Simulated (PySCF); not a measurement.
# Si³⁺ (silicon, charge +3) across methods

[Ne] 3s1, 2S determinant. Computed with PySCF 2.14 in an uncontracted even-tempered set (20 s from 0.054 bohr⁻², ratio 2.5; 13 p from 0.071 bohr⁻², ratio 2.5; 6 d from 0.47 bohr⁻², ratio 2.7; 5 f from 0.71 bohr⁻², ratio 2.7), with the spin-free X2C one-electron Hamiltonian (Gaussian nucleus).

```json
{"method": "PBE", "E (hartree)": "-287.7126", "mean ε 2p α (eV)": "-132.08", "mean ε 2p β (eV)": "-131.76", "mean ε 3s α (eV)": "-40.397", "Σ⟨r²⟩ (bohr²)": "6.813", "⟨S²⟩": "0.750"}
{"method": "B97-3", "E (hartree)": "-287.8291", "mean ε 2p α (eV)": "-137.85", "mean ε 2p β (eV)": "-137.58", "mean ε 3s α (eV)": "-41.604", "Σ⟨r²⟩ (bohr²)": "6.786", "⟨S²⟩": "0.750"}
{"method": "revPBE", "E (hartree)": "-287.8097", "mean ε 2p α (eV)": "-132.02", "mean ε 2p β (eV)": "-131.72", "mean ε 3s α (eV)": "-40.340", "Σ⟨r²⟩ (bohr²)": "6.820", "⟨S²⟩": "0.750"}
{"method": "PBE0", "E (hartree)": "-287.7390", "mean ε 2p α (eV)": "-137.44", "mean ε 2p β (eV)": "-137.10", "mean ε 3s α (eV)": "-41.608", "Σ⟨r²⟩ (bohr²)": "6.815", "⟨S²⟩": "0.750"}
{"method": "UHF", "E (hartree)": "-287.42386", "mean ε 2p α (eV)": "-152.22", "mean ε 2p β (eV)": "-151.82", "mean ε 3s α (eV)": "-44.760", "Σ⟨r²⟩ (bohr²)": "6.869", "⟨S²⟩": "0.750"}
{"method": "r2SCAN", "E (hartree)": "-287.8373", "mean ε 2p α (eV)": "-134.06", "mean ε 2p β (eV)": "-133.78", "mean ε 3s α (eV)": "-40.658", "Σ⟨r²⟩ (bohr²)": "6.815", "⟨S²⟩": "0.750"}
```

Question: Estimate the same row for LDA.

Answer: E (hartree) = -286.6847; mean ε 2p α (eV) = -132.15; mean ε 2p β (eV) = -131.84; mean ε 3s α (eV) = -40.505; Σ⟨r²⟩ (bohr²) = 6.800; ⟨S²⟩ = 0.750.
